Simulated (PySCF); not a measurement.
Computed shifts of a molecule CH6ClNSi3, PBE/pcSseg-1 (PySCF), GIAO, gas phase, equivalent atoms averaged, in ppm (number of nuclei): ²⁹Si: 5.9 (1), 3.2 (1), -105.7 (1). ¹⁵N: 543.3 (1). ¹³C: 219.3 (1). ¹H: 10.29 (1), 6.56 (1), 6.32 (1), 4.10 (3). References: ²⁹Si against TMS (σ = 335.4 ppm); ¹⁵N against NH3 (σ = 267.0 ppm); ¹³C against TMS (σ = 182.0 ppm); ³⁵Cl against HCl (σ = 936.5 ppm); ¹H against TMS (σ = 31.49 ppm), references at their B3LYP-D3(BJ)/def2-TZVP geometries, non-relativistic (without spin–orbit terms, shifts of atoms bonded to Cl or Br come out too high). Geometry: ωB97X-D3(BJ)/def2-SVP. Other conformers were not sampled.

Task: Pick the molecule that these values belong to.
A. Cl[SiH2]C1=N[SiH2][SiH2]1
B. Cl[Si@H]1C=N[SiH2][SiH2]1
C. [SiH3][Si@@H]1N=C[Si@@H]1Cl
D. [SiH3]C1=N[Si@H](Cl)[SiH2]1

Result: C, [SiH3][Si@@H]1N=C[Si@@H]1Cl
